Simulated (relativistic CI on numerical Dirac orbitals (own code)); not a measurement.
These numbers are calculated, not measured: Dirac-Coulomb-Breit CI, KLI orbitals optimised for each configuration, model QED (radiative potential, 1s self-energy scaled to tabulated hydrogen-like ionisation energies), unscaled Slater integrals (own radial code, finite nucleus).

The strongest absorption lines from the ground level of an ion, among the configurations computed and to levels below about 699 eV (vacuum wavelength in nm, gf): 2.4240 (0.07), 2.4429 (0.047), 3.3921 (0.18), 3.4616 (0.13), 18.408 (0.95), 24.312 (0.35).

(1) Which ion is it?
A. La XXIX
B. Cs XXVII
C. I XXVII
D. I XXV

Results:

(1) D. I XXV has 29 electrons and the ground level 3d10.4s 2S_1/2; the strongest line goes to 3d10.4p 2P°_3/2. The pattern of lines fixes the number of electrons, and along that sequence the line energies rise steadily with the charge (about as its square where n changes within one kind of shell, about linearly where n is kept but much faster in heavy ions where fine structure, which grows about as Z⁴, sets the gap, and irregularly where shells cross), which fixes Z. Configurations outside the model, such as inner-shell arrays, can give stronger lines. At this charge energies of transitions that change n are usually good to better than 1 %, and those within a shell (Δn = 0) to a few per cent.

LS names give the leading component of a level, which can be under half, so a name can repeat, a term be missing and a line seem to break the LS rules.
